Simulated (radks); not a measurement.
Question: The mean radii <r> (bohr) of the occupied orbitals of an atom or ion are listed with their occupations. Calculated with a radial shooting solver on a logarithmic mesh with Libxc functionals: scalar-relativistic Kohn-Sham, r2SCAN, spin-polarised, spherical densities, finite nucleus; meta-GGA in the generalised Kohn-Sham scheme; Fermi nuclear charge, rms radius of each element as measured or else 0.836 A^(1/3) + 0.57 fm.

orbital  occ.      <r>
1s up       1  0.04409
1s down     1  0.04409
2s up       1   0.1957
2s down     1   0.1957
2p up       3   0.1711
2p down     3   0.1711
3s up       1   0.5727
3s down     1   0.5729
3p up       3   0.5887
3p down     3   0.5886
3d up       5   0.6298
3d down     5   0.6263
4s up       1    1.703
4s down     1    1.698
4p up       2    1.987
5p up       1    5.633

Name the element and its charge. Open shells, if any, are filled with parallel spins first.

Answer: Z = 34, selenium, charge +1: Se+ in [Ar] 3d10 4s2 4p2 5p1. The 1s radius gives Z: for a bare nucleus <r> = (2 gamma + 1)/(2Z) with gamma = sqrt(1 - (Z/c)^2), 0.0432 bohr for Z = 34, and screening makes it slightly larger (0.04409 here). The occupations add up to 33, and the charge is Z minus that.
